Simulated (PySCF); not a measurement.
SrCl, SMILES [Sr][Cl], multiplicity 2. Atoms are numbered in the order given.

```xyz
2

Sr     0.0000     0.0000    -0.8047
Cl     0.0000     0.0000     1.7988
```
Charge 0, spin multiplicity 2.

The structure is a stationary point at B3LYP-D3(BJ)/def2-TZVPD. The spin state was assumed, not searched. The def2 effective core potentials stand for the cores of Sr; spin–orbit coupling is left out.

All values below come from PBE0/def2-TZVPD run with PySCF.

Gas-phase values at a fixed geometry.

```yaml
total_energy: -490.83384 hartree
point_group: C∞v
"α spin, highest occupied and lowest empty level": -4.21 and -1.31 eV
"β spin, highest occupied and lowest empty level": -7.75 and -2.14 eV
dipole_moment: 0.997 e·Å
mean_static_polarisability: 184.7 bohr³ (27.37 Å³)
polarisability_principal_values: 156.1, 199.0, 199.0 bohr³
"⟨S²⟩": 0.750 (pure state 0.75)
```
